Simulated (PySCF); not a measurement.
CH₆SSeSi.
Numbering: `[CH3:1][S:2][SiH2:3][SeH:4]` (hydrogens: H5, H6, H7 on C1; H8, H9 on Si3; H10 on Se4)

Torsions of this conformer, `[CH3:1][S:2][SiH2:3][SeH:4]`: C1–S2–Si3–Se4 179°, H–Se4–Si3–S2 2°.

The closed-shell ground state was solved at several levels (PySCF, density fitting, gas phase). Geometry: PBE0-D3(BJ)/def2-SVP, one conformer, isolated molecule. The calculation is non-relativistic and has no spin–orbit coupling, an omission that weighs most on selenium.

| level | basis functions | total energy (Eh) | HOMO (eV) | LUMO (eV) | gap (eV) | dipole (D) |
| --- | --- | --- | --- | --- | --- | --- |
| CAM-B3LYP/def2-SVPD | 160 | -3130.5741 | -8.32 | 0.22 | 8.54 | 2.05 |
| PBE0/pcSseg-1 | 136 | -3130.1112 | -7.06 | -0.57 | 6.49 | 2.10 |

**Question.** What might wB97X-D/pcSseg-2 (269 basis functions) give for the same quantities?

**Answer.** Total energy -3131.1447 Eh, HOMO -8.89 eV, LUMO 1.05 eV, gap 9.94 eV, dipole 2.07 D.

**Question.** Over all these levels, which gives the widest orbital gap and which the narrowest?

**Answer.** wB97X-D/pcSseg-2 (range-separated hybrid) has the widest, 9.94 eV, and PBE0/pcSseg-1 (global hybrid, 25 % exact exchange) the narrowest, 6.49 eV. Functional and basis both differ between the two, so the spread mixes both effects.

**Question.** How far do the dipole and the HOMO energy spread over the levels?

**Answer.** The dipole runs from 2.05 to 2.10 D (mean 2.07 D) and the HOMO from -8.89 to -7.06 eV.

Note: wB97X-D ran without an empirical dispersion term, which enters the total energy and its gradient alone.
